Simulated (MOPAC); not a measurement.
MOPAC input (AM1):

```
AM1 FORCE THERMO(298,298) PRECISE LET CHARGE=1 GEO-OK AUX(PRECISION=9) THREADS=1
CH3Si

C    -0.98186336 1   -0.00935760 1   -0.03816285 1
Si    0.72039045 1    0.00686588 1    0.02799971 1
H    -1.41620304 1   -0.61251310 1   -0.89177367 1
H    -1.46021107 1    1.00951363 1   -0.15725194 1
H    -1.48670356 1   -0.43858572 1    0.87944401 1
```

From the last part of the output:

```
     H    5   4.214309   0.477012   0.564936   0.564937   5.024781

          HEAT OF FORMATION =     221.665369 KCALS/MOLE

          ZERO POINT ENERGY      21.727 KCAL/MOL

           NORMAL COORDINATE ANALYSIS (Total motion = 1 Angstrom)

   Root No.       1         2         3         4         5         6         7         8

                 1 E       1 E       1 A1      2 E       2 E       2 A1      3 E       3 E

                 701.5     701.5     861.0    1310.4    1310.4    1366.5    2935.6    2935.6

           1    0.0000   -0.0000    0.2120    0.0000   -0.0000   -0.0740    0.0000    0.0000
           2   -0.0696    0.0102    0.0000   -0.0150   -0.0457    0.0000   -0.0485   -0.0110
           3    0.0098    0.0719    0.0000   -0.0460    0.0149    0.0000    0.0107   -0.0496
           4   -0.0000    0.0000   -0.1147   -0.0000    0.0000    0.0020    0.0000    0.0000
           5    0.0171   -0.0025   -0.0000    0.0003    0.0010   -0.0000   -0.0008   -0.0002
           6   -0.0024   -0.0176   -0.0000    0.0011   -0.0003   -0.0000    0.0002   -0.0008
           7    0.4167   -0.0609    0.2234   -0.0414   -0.1257    0.2755   -0.2068   -0.0467
           8    0.1456   -0.0213    0.0210   -0.0252   -0.0764    0.1378    0.4258    0.0962
           9   -0.0128   -0.0934    0.0000    0.4228   -0.1372    0.0000    0.0058   -0.0269
          10   -0.2594   -0.3425    0.2234   -0.0889    0.0984    0.2755    0.1430   -0.1596
          11    0.1075    0.0095   -0.0105    0.3137    0.2254   -0.0689    0.1300   -0.1804
          12   -0.0425   -0.1327    0.0182    0.1187    0.1992    0.1193   -0.2649    0.2753
          13   -0.1573    0.4034    0.2234    0.1303    0.0273    0.2755    0.0638    0.2064
          14    0.1008   -0.0399   -0.0105   -0.1190    0.3659   -0.0689    0.0434    0.2196
          15    0.0053   -0.1396   -0.0182   -0.0228   -0.2304   -0.1193    0.1266    0.3638

   Root No.       9

                 3 A1

                3075.6

           1    0.0268
           2   -0.0000
           3   -0.0000
           4    0.0016
           5    0.0000
           6    0.0000
           7   -0.1216
           8    0.3001
           9    0.0000
          10   -0.1216
          11   -0.1501
          12    0.2599
          13   -0.1216
          14   -0.1501
          15   -0.2599

           MASS-WEIGHTED COORDINATE ANALYSIS (NORMAL COORDINATES)

   Root No.       1         2         3         4         5         6         7         8

                 1 E       1 E       1 A1      2 E       2 E       2 A1      3 E       3 E

                 701.5     701.5     861.0    1310.4    1310.4    1366.5    2935.6    2935.6

           1    0.0000   -0.0000    0.7131    0.0000   -0.0000   -0.4318   -0.0000    0.0000
           2   -0.3906    0.0573    0.0000   -0.0884   -0.2635    0.0000   -0.2684   -0.0691
           3    0.0573    0.3906    0.0000   -0.2635    0.0884    0.0000    0.0691   -0.2684
           4   -0.0000    0.0000   -0.5900   -0.0000    0.0000    0.0177   -0.0000    0.0000
           5    0.1465   -0.0215   -0.0000    0.0031    0.0092   -0.0000   -0.0064   -0.0016
           6   -0.0215   -0.1465   -0.0000    0.0092   -0.0031   -0.0000    0.0016   -0.0064
           7    0.6775   -0.0993    0.2177   -0.0705   -0.2101    0.4656   -0.3314   -0.0853
           8    0.2367   -0.0347    0.0205   -0.0428   -0.1277    0.2329    0.6823    0.1756
           9   -0.0215   -0.1469    0.0000    0.7017   -0.2354    0.0000    0.0109   -0.0422
          10   -0.4248   -0.5371    0.2177   -0.1467    0.1661    0.4656    0.2396   -0.2444
          11    0.1750    0.0140   -0.0102    0.5250    0.3739   -0.1165    0.2197   -0.2780
          12   -0.0703   -0.2085    0.0177    0.2001    0.3325    0.2017   -0.4427    0.4204
          13   -0.2527    0.6364    0.2177    0.2172    0.0440    0.4656    0.0918    0.3297
          14    0.1636   -0.0637   -0.0102   -0.1934    0.6148   -0.1165    0.0582    0.3495
          15    0.0075   -0.2199   -0.0177   -0.0408   -0.3859   -0.2017    0.1847    0.5819

   Root No.       9

                 3 A1

                3075.6

           1    0.1629
           2   -0.0000
           3   -0.0000
           4    0.0150
           5    0.0000
           6    0.0000
           7   -0.2139
           8    0.5279
           9    0.0000
          10   -0.2139
          11   -0.2639
          12    0.4572
          13   -0.2139
          14   -0.2639
          15   -0.4572

          DESCRIPTION OF VIBRATIONS

 VIBRATION          2    1E          ATOM PAIR     ENERGY CONTRIBUTION    RADIAL
 FREQUENCY           701.47         C 1 -- H 5         +39.9% ( 99.9%)      9.2%
 TRANSITION DIPOLE   0.2237         C 1 -- H 4         +32.9% ( 90.6%)      8.0%
 TRAVEL (Ang.)       0.3911         C 1 -- H 3         +16.0% ( 63.3%)      0.6%
 REDUCED MASS        0.6285         C 1 -- Si2         +11.2% ( 53.0%)      0.0%
 EFFECTIVE MASS      3.6919
 FORCE CONSTANT      0.1822

 VIBRATION          3    1A1         ATOM PAIR     ENERGY CONTRIBUTION    RADIAL
 FREQUENCY           860.97         C 1 -- Si2         +40.4% (106.6%)    100.0%
 TRANSITION DIPOLE   2.3565         C 1 -- H 5         +19.9% ( 74.7%)     20.7%
 TRAVEL (Ang.)       0.1096         C 1 -- H 3         +19.9% ( 74.7%)     20.7%
 REDUCED MASS        6.5160         C 1 -- H 4         +19.9% ( 74.7%)     20.7%
 EFFECTIVE MASS     16.4787
 FORCE CONSTANT      2.8458

 VIBRATION          5    2E          ATOM PAIR     ENERGY CONTRIBUTION    RADIAL
 FREQUENCY          1310.39         C 1 -- H 5         +53.0% ( 63.3%)      0.2%
 TRANSITION DIPOLE   0.6698         C 1 -- H 4         +28.7% ( 46.6%)      5.6%
 TRAVEL (Ang.)       0.3401         C 1 -- H 3         +13.1% ( 31.4%)     26.6%
 REDUCED MASS        0.4450         C 1 -- Si2          +5.2% ( 19.8%)      0.0%
 EFFECTIVE MASS      1.6288
 FORCE CONSTANT      0.4502

 VIBRATION          6    2A1         ATOM PAIR     ENERGY CONTRIBUTION    RADIAL
 FREQUENCY          1366.55         C 1 -- H 4         +29.9% ( 53.9%)      3.1%
 TRANSITION DIPOLE   1.5973         C 1 -- H 3         +29.9% ( 53.9%)      3.1%
 TRAVEL (Ang.)       0.2777         C 1 -- H 5         +29.9% ( 53.9%)      3.1%
 REDUCED MASS        0.6398         C 1 -- Si2         +10.3% ( 31.6%)    100.0%
 EFFECTIVE MASS      2.5499
 FORCE CONSTANT      0.7039

 VIBRATION          8    3E          ATOM PAIR     ENERGY CONTRIBUTION    RADIAL
 FREQUENCY          2935.55         C 1 -- H 5         +60.8% ( 80.4%)     98.7%
 TRANSITION DIPOLE   0.8420         C 1 -- H 4         +33.7% ( 59.8%)     94.5%
 TRAVEL (Ang.)       0.2146         C 1 -- H 3          +4.7% ( 22.4%)     56.2%
 REDUCED MASS        0.4986         C 1 -- Si2          +0.7% (  8.8%)      0.0%
 EFFECTIVE MASS      1.4350
 FORCE CONSTANT      2.5314

 VIBRATION          9    3A1         ATOM PAIR     ENERGY CONTRIBUTION    RADIAL
 FREQUENCY          3075.62         C 1 -- H 5         +33.2% ( 55.2%)     96.5%
 TRANSITION DIPOLE   1.1269         C 1 -- H 3         +33.2% ( 55.2%)     96.5%
 TRAVEL (Ang.)       0.2591         C 1 -- H 4         +33.2% ( 55.2%)     96.5%
 REDUCED MASS        0.3267         C 1 -- Si2          +0.3% (  5.1%)    100.0%
 EFFECTIVE MASS      1.1560
 FORCE CONSTANT      1.8207

      SYMMETRY NUMBER FOR POINT-GROUP C3v =  3
```

The dipole moment of an ion depends on the origin.
